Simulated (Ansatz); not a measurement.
Reaction (cleavage of the Si–Sn bond): `[SiH3][SnH2][SiH3]` + `CB(C)N` → `CB(C)N[SiH3]` + `[SiH3][SnH3]`

Isolated molecules relaxed with PBE0-D4/def2-TZVP in Ansatz; ΔE leaves out vibrations. CBS: MP2 limit from def2 TZ/QZ plus the TZ coupled-cluster correction, frozen cores. Functionals use def2-TZVPP. B3LYP here is the variant with VWN-RPA as its local correlation; programs differ in this. HSE06 is defined as in plane-wave codes. def2 core potentials past Kr. For Sn outer-core shells are correlated without core-valence functions, which leaves a few kJ/mol of doubt a bond. Each species was taken in one conformer, which may not be the lowest.

`[SiH3][SnH2][SiH3]`:

Cartesian coordinates in Å:
```
Si 1.893 -0.562 -0.860
Sn -0.659 -0.421 -0.673
Si -1.360 0.904 1.405
H 2.299 -1.326 -2.070
H 2.450 -1.239 0.341
H 2.469 0.806 -0.943
H -1.296 0.326 -2.073
H -1.317 -1.999 -0.598
H -0.824 0.247 2.627
H -0.815 2.285 1.330
H -2.842 0.980 1.514
```

`CB(C)N`:

Z-matrix (Å, degrees):
```
C
B 1 1.578
H 1 1.094 2 114.2
H 1 1.095 2 110.6 3 121.7
H 1 1.095 2 110.6 3 -121.7
C 2 1.578 1 120.8 3 -180.0
N 2 1.398 1 119.6 3 0.0
H 6 1.095 2 110.6 1 -58.6
H 6 1.095 2 110.6 1 58.0
H 6 1.094 2 114.2 1 179.7
H 7 1.006 2 123.1 1 -180.0
H 7 1.006 2 123.1 1 0.1
```

`CB(C)N[SiH3]`:

```xyz
15

C    -1.196   -1.104    1.382
B    -0.207   -0.321    0.438
C     1.337   -0.293    0.761
N    -0.702    0.352   -0.703
Si    0.202    1.278   -1.865
H    -0.838   -2.120    1.576
H    -2.220   -1.173    1.005
H    -1.238   -0.616    2.363
H     1.516   -0.096    1.822
H     1.925    0.428    0.185
H     1.764   -1.284    0.566
H    -1.696    0.284   -0.872
H    -0.764    1.766   -2.883
H     0.876    2.445   -1.238
H     1.241    0.455   -2.537
```

`[SiH3][SnH3]`:

Cartesian coordinates in Å:
```
Si 1.121 -0.557 0.403
Sn -1.061 0.528 -0.382
H 1.276 -0.390 1.872
H 2.282 0.077 -0.275
H 1.115 -2.009 0.085
H -2.406 -0.199 0.380
H -1.250 0.356 -2.071
H -1.077 2.195 -0.012
```

| level | ΔE (kJ/mol) | difference from CCSD(T)/CBS |
| --- | --- | --- |
| LDA (SPW92) | 2.7 | 7.4 |
| PBE-D4 | 7.8 | 12.5 |
| revPBE-D4 | 2.5 | 7.2 |
| r2SCAN-D4 | -3.2 | 1.5 |
| B97M-V | -14.7 | -10.0 |
| PBE0-D4 | 3.4 | 8.1 |
| B3LYP-D4 | -6.2 | -1.5 |
| r2SCANh-D4 | -3.6 | 1.1 |
| r2SCAN0-D4 | -4.3 | 0.4 |
| HSE06-D4 | 3.9 | 8.6 |
| BHLYP-D4 | -11.0 | -6.3 |
| CAM-B3LYP-D4 | -12.0 | -7.3 |
| ωB97X-V | -8.7 | -4.0 |
| ωB97M-V | -9.8 | -5.1 |
| B2PLYP | -7.2 | -2.5 |
| PBE | 9.9 | 14.6 |
| r2SCAN | -2.6 | 2.1 |
| PBE0 | 5.0 | 9.7 |
| B3LYP | -3.0 | 1.7 |
| r2SCANh | -3.0 | 1.7 |
| r2SCAN0 | -3.7 | 1.0 |
| HSE06 | 5.3 | 10.0 |
| BHLYP | -10.9 | -6.2 |
| CAM-B3LYP | -10.6 | -5.9 |
| LC-ωPBE | -4.2 | 0.5 |
| RPA@PBE/def2-TZVPP | -12.5 | -7.8 |
| HF/def2-SVP | -12.9 | -8.2 |
| MP2/def2-SVP | -7.1 | -2.4 |
| CCSD/def2-SVP | -4.2 | 0.5 |
| CCSD(T)/def2-SVP | -3.8 | 0.9 |
| HF/def2-TZVPP | -20.1 | -15.4 |
| MP2/def2-TZVPP | -10.0 | -5.3 |
| SCS-MP2/def2-TZVPP | -14.1 | -9.4 |
| CCSD/def2-TZVPP | -10.8 | -6.1 |
| CCSD(T)/def2-TZVPP | -9.7 | -5.0 |
| HF/def2-QZVPP | -21.2 | -16.5 |
| MP2/def2-QZVPP | -7.6 | -2.9 |
| SCS-MP2/def2-QZVPP | -11.8 | -7.1 |
| HF/CBS(def2) | -21.4 | -16.7 |
| MP2/CBS(def2) | -5.1 | -0.4 |
| CCSD(T)/CBS | -4.7 | 0 |

Largest T1 diagnostic among the species: 0.013.

Leaving LDA and LC-ωPBE aside and taking each functional with its dispersion term where it has one, the values spread over 22.5 kJ/mol, from B97M-V to PBE-D4. LDA lies −7.3 kJ/mol from PBE without D4. The D4 term adds −3.2 kJ/mol with B3LYP and −1.6 kJ/mol with PBE0; it sums over pairs of atoms, weighted by their polarisabilities, and B3LYP, whose exchange is more repulsive, gets the larger term. From BLYP to BHLYP (50 % exact exchange), in def2-TZVPP and without D4, ΔE moves by −12.2 kJ/mol.
